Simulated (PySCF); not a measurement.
H₇OPSi₂.
SMILES: `O[SiH2][SiH2]P`

Theory: MP2 and CCSD/aug-cc-pVDZ in PySCF, restricted Hartree–Fock reference, 16 core orbitals frozen, non-relativistic, gas phase, PBE0-D3(BJ)/def2-SVP geometry.

E(HF) = -997.59207 Eh.

Problem. How large is the problem?

Solution. 167 basis functions and 58 electrons; 16 orbitals frozen, which leaves o = 13 correlated occupied and v = 138 virtual orbitals. That is o·v = 1794 singles and o·v(o·v + 1)/2 = 1610115 distinct closed-shell doubles amplitudes before symmetry; the costliest CCSD step grows as o²v⁴ = 6.1 × 10^10.

Problem. What are the MP2 and CCSD correlation energies?

Solution. MP2 -0.5469 Eh and CCSD -0.6116 Eh, which gives totals of -998.13894 and -998.20372 Eh. That is 0.640 eV for each correlated electron at CCSD (1606 kJ/mol in all, 0.061 % of the total energy); MP2 gives 89.4 % of the CCSD value.

Problem. What is the T1 diagnostic?

Solution. 0.0144, below the customary warning level of 0.02. It is the norm of the spatial-orbital singles amplitudes over the root of the number of correlated electrons, so the norm is 0.073.

Problem. How does correlation change the dipole moment?

Solution. HF gives 1.24 D and CCSD (unrelaxed density) 1.12 D, a change of -0.12 D.

No triples correction and no basis-set extrapolation were made.

The job also held the EOM ionisation roots. Hardware: an x86-64 server with one thread (shared host). Cost: 4.7 min wall.

The values belong to the conformer `[OH:1][SiH2:2][SiH2:3][PH2:4]`: O1–Si2–Si3–P4 177°, H–O1–Si2–Si3 58°, H–P4–Si3–Si2 47°, H–P4–Si3–Si2 -47°.
